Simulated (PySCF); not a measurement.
# Working out the ionisation energy of Tc

Tc [Kr] 4d5 5s2 (6S) → Tc⁺ [Kr] 4d5 5s1 (7S). All numbers are calculated (PySCF 2.14, a scalar-relativistic core potential, in def2-TZVP with the def2 core potential (28 electrons)). Frozen: 4s2 4p6. Energies in hartree (1 hartree = 27.21139 eV):

```csv
part,Tc (lower),Tc⁺ (upper)
UHF,-80.112718,-79.909059
MP2 opposite-spin,-0.035530,0.000000
MP2 same-spin,-0.059630,-0.060598
```

Question: What does Hartree-Fock give?

Answer: (-79.909059) − (-80.112718) = 0.203659 hartree = 5.542 eV.

Question: What do MP2 and SCS-MP2 (6/5 opposite-spin, 1/3 same-spin) give?

Answer: The opposite-spin parts differ by 0.967 eV and the same-spin parts by -0.026 eV. MP2: 5.542 + (0.967) + (-0.026) = 6.483 eV. SCS-MP2: 5.542 + 1.2 × (0.967) + (-0.026)/3 = 6.694 eV.

Measured between the centres of the two terms (NIST): 7.119 eV, so MP2 (valence) is off by -0.636 eV.

What remains against the reference includes basis incompleteness, the frozen core and correlation beyond second order.
